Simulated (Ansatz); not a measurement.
Computed with frozen-core CCSD(T)/cc-pVTZ // B3LYP-D3(BJ)/def2-TZVP (Ansatz, a quantum-chemistry and plane-wave program).

Ansatz 0.2 input:
```yaml
crystal:
  periodic: [false, false, false]
  atoms:
    - { symbol: O, position_ang: [-0.311166, 1.661391, 0.091718] }
    - { symbol: Al, position_ang: [-0.000003, -0.000038, 0.000118] }
    - { symbol: O, position_ang: [1.595169, -0.565556, 0.034313] }
    - { symbol: O, position_ang: [-1.28403, -1.095921, -0.126031] }
    - { symbol: H, position_ang: [0.382716, 2.318055, 0.163871] }
    - { symbol: H, position_ang: [1.819178, -1.495764, -0.014896] }
    - { symbol: H, position_ang: [-2.201865, -0.822169, -0.149094] }
basis:
  gaussian: { orbitals: cc-pVTZ }
correlation:
  method: ccsd_t
```

Output:

```
Functional definition: HF
1000 factors; integrals over basis functions are off by at most 8.3e-4 eV
mean field evaluation 1: about -12743.4908 eV, gradient 6.1e1 eV
mean field evaluation 2: about -12743.5924 eV, gradient 6.1e1 eV
mean field evaluation 4: about -12749.5809 eV, gradient 2.4e0 eV
mean field evaluation 8: about -12749.6234 eV, gradient 1.7e-1 eV
mean field evaluation 16: about -12747.0410 eV, gradient 4.0e1 eV
mean field -12749.62351938 eV, -468.5400223320 hartree, gradient 1.4e-6 eV, S^2 0.000000; 0 other end points of the search recorded, 0 dependent functions left out
8 core orbitals not correlated
reference -12749.62351938 eV, -468.5400223320 hartree; 12, 12 occupied and 146, 146 virtual orbitals, 1000 factors
second order -21.93578220 eV of doubles, -0.00000000 eV of singles
cycle   1  -21.56204918 eV  change    3.7e-1 eV  update   9.2e-2
cycle   2  -21.99650898 eV  change   -4.3e-1 eV  update   2.6e-2
cycle   3  -22.10866376 eV  change   -1.1e-1 eV  update   1.3e-2
cycle   4  -22.09177896 eV  change    1.7e-2 eV  update   3.0e-3
cycle   5  -22.09012661 eV  change    1.7e-3 eV  update   1.3e-3
cycle   6  -22.09086909 eV  change   -7.4e-4 eV  update   3.9e-4
cycle   7  -22.09061896 eV  change    2.5e-4 eV  update   1.5e-4
cycle   8  -22.09055232 eV  change    6.7e-5 eV  update   4.8e-5
cycle   9  -22.09057026 eV  change   -1.8e-5 eV  update   1.9e-5
perturbative correction -0.75123358 eV, -0.0276073247 hartree
Total energy: -12772.46532322 eV, -469.3794431404 hartree
```

Cost: roughly 60 core-seconds.
